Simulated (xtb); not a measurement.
CH3BrCdS, SMILES [Br][Cd][S]C. All values are semi-empirical tight-binding results from xtb (GFN2-xTB unless named), good for trends rather than for accurate numbers. Geometry optimised at GFN2-xTB. The structure was generated by enumeration; whether it is a known compound was not checked. One conformer was computed; it need not be the lowest.

For metal compounds this method's bond lengths and energies can be far off.

Computed properties:
```
Item                                           Value
-------------------------------------  -------------
point group as xtb finds it                       Cs
orbital gap                                  2.33 eV
zero-point energy                      23.8 kcal/mol
G − E(el) at 298.15 K (modified RRHO)   2.1 kcal/mol
```
